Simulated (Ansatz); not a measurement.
Program: Ansatz. Geometries: PBE0-D4/def2-TZVP. ΔE: electronic, gas phase. CCSD(T)/CBS adds triple-zeta CCSD(T) − MP2 to the extrapolated MP2 energy (def2 sets, frozen cores). This one scheme is used for every species, atoms too. Functionals use def2-TZVPP. B3LYP here is the variant with VWN-RPA as its local correlation; programs differ in this. HSE06 is defined as in plane-wave codes. No spin–orbit coupling; open shells (•) take unrestricted orbitals. Spin–orbit coupling would lower the free atoms: a little for Cl, Si. Elements past krypton have def2 core potentials. Bonds to Sb are less sure, by a few kJ/mol each and by 10 to 20 or more in all where they break to atoms, as the def2 sets lack core-valence functions.

Consider the atomization: `Cl[SiH2][SbH2]` → Cl• + 4 H• + Sb• + Si•.

`Cl[SiH2][SbH2]`:

```xyz
7

Cl    1.670   -1.437    0.300
Si   -0.284   -0.892   -0.059
Sb   -0.634    1.652   -0.109
H    -0.677   -1.477   -1.366
H    -1.119   -1.492    1.012
H     0.294    1.815    1.314
H     0.750    1.831   -1.092
```

```
           level  ΔE (kcal/mol)  difference from CCSD(T)/CBS
          PBE-D4          429.4                         -3.5
       revPBE-D4          421.3                        -11.6
         BLYP-D4          428.2                         -4.7
          B97M-V          438.8                          5.9
        B3LYP-D4          431.1                         -1.8
      r2SCANh-D4          427.6                         -5.3
          B2PLYP          421.6                        -11.3
        PBE-QIDH          421.4                        -11.5
          revPBE          410.5                        -22.4
            BLYP          418.9                        -14.0
           HSE06          421.5                        -11.4
   CCSD/def2-SVP          382.7                        -50.2
CCSD(T)/def2-SVP          387.2                        -45.7
   HF/def2-TZVPP          303.7                       -129.2
   HF/def2-QZVPP          304.8                       -128.1
  CCSD/CBS(def2)          426.4                         -6.5
     CCSD(T)/CBS          432.9                            0
```

Largest T1 diagnostic among the species: 0.012.

From PBE to PBE0 (25 % exact exchange), in def2-TZVPP and without D4, ΔE moves by −3.5 kcal/mol: exact exchange takes away binding that semilocal exchange gives to molecules. The D4 term adds +7.2 kcal/mol with B3LYP and +3.8 kcal/mol with PBE0; it sums over pairs of atoms, weighted by their polarisabilities, and B3LYP, whose exchange is more repulsive, gets the larger term.

For atomizations the MP2-based limit and the directly extrapolated one differ by several kJ/mol either way, and by 10 to 25 for some Ge, Se and Sn compounds, so smaller differences from it don't rank the levels.
